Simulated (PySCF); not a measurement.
## Electron correlation in Zn+ (zinc, charge +1)

[Ar] 3d10 4s1, 2S determinant. Computed with PySCF 2.14 in x2c-TZVPPall (6s5p4d2f1g, 64 functions), with the spin-free X2C one-electron Hamiltonian (Gaussian nucleus). Frozen: [Ne]; 19 electrons correlated.

```csv
level,correlation energy (mhartree)
CCSD,-709.91
(T),-13.47
CCSD(T),-723.38
```

Diagnostics: T1 = 0.011, D1 = 0.0317, largest double amplitude 0.017.

Q: Is a single reference adequate?

A: Yes: T1 lies below 0.03 and no double amplitude reaches 0.07.

This basis was not built for core-valence correlation, so the inner-shell part is incomplete.
